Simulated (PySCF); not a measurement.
# A small calculation by hand: chemical shift, span and skew from a shielding tensor

ClGeH6NSi, SMILES [Si@@H](N)([GeH3])Cl. Atoms are numbered in the order given.

```xyz
10

N     -1.8859     0.8729     0.8781
Si    -0.8909    -0.3522     0.1995
Cl    -1.0803    -0.5763    -1.8790
Ge     1.3828     0.2078     0.5811
H     -2.8864     0.7229     0.9597
H     -1.6818     1.8485     0.6895
H     -1.3187    -1.6515     0.7858
H      2.3156    -0.7736    -0.1479
H      1.6431     1.6261     0.0364
H      1.7185     0.1965     2.0843
```

Geometry optimised at PBE0-D3(BJ)/def2-SVP. The structure was generated by enumeration; whether it is a known compound was not checked. Other conformers were not sampled.

GIAO shieldings from PBE/pcSseg-1 (PySCF), non-relativistic, no solvent. The symmetric part of the tensor of Si2 has the principal values 291.4, 339.9, 375.4 ppm. The same nucleus in TMS has σ = 335.4 ppm at this level (PySCF, at its B3LYP-D3(BJ)/def2-TZVP geometry). Without spin–orbit terms, shifts of atoms bonded to Cl or Br come out too high.

Work out the isotropic shielding, the ²⁹Si shift against TMS, the span and the skew.


σ(iso) = (σ11 + σ22 + σ33)/3 = 335.6 ppm. δ = σ(ref) − σ(iso) = 335.4 − (335.6) = -0.2 ppm.
Span Ω = σ33 − σ11 = 84.0 ppm. Skew κ = 3(σ(iso) − σ22)/Ω = -0.15. Tumbling in solution averages the tensor to δ; in a static solid the shielding alone would spread this spin-1/2 line over Ω.
